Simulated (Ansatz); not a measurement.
Ansatz (a quantum-chemistry and plane-wave program) input (MP2/STO-3G):

Ansatz 0.2 input:
```yaml
crystal:
  periodic: [false, false, false]
  atoms:
    - {symbol: B, position_ang: [-0.61983400, 0.53918700, -0.87908400]}
    - {symbol: H, position_ang: [-1.31278900, 0.15274200, -1.78949900]}
    - {symbol: O, position_ang: [-0.51638800, 1.93167300, -0.84082800]}
    - {symbol: H, position_ang: [0.05269700, 2.13584900, -0.08487300]}
    - {symbol: Se, position_ang: [0.24971700, -0.60111500, 0.38224700]}
basis:
  gaussian:
    orbitals: STO-3G
total_charge: -1
magnetization: {spin_polarized: false}
correlation: {method: mp2, electrons: outside_noble_gas}
```

Output:

```
Functional definition: HF
integrals: 0.00 GiB planned
343 factors; integrals over basis functions are off by at most 5.6e-5 eV
mean field: 0.08 GiB planned
mean field evaluation 1: about -67287.8358 eV, gradient 2.3e1 eV
mean field evaluation 2: about -67287.8863 eV, gradient 2.3e1 eV
mean field evaluation 4: about -67290.6064 eV, gradient 1.7e0 eV
mean field evaluation 8: about -67290.6216 eV, gradient 2.9e-4 eV
mean field -67290.62164527 eV, -2472.8847342423 hartree, gradient 1.4e-6 eV, S^2 0.000000; 0 other end points of the search recorded, 0 dependent functions left out
16 core orbitals not correlated
reference -67290.62164527 eV, -2472.8847342423 hartree; 9, 9 occupied and 5, 5 virtual orbitals, 343 factors
second order -2.60014551 eV of doubles, -0.00000000 eV of singles
Total energy: -67293.22179078 eV, -2472.9802878271 hartree
```

The dipole moment of an ion depends on the origin.

The geometry given is a B3LYP-D3(BJ)/def2-TZVP minimum.
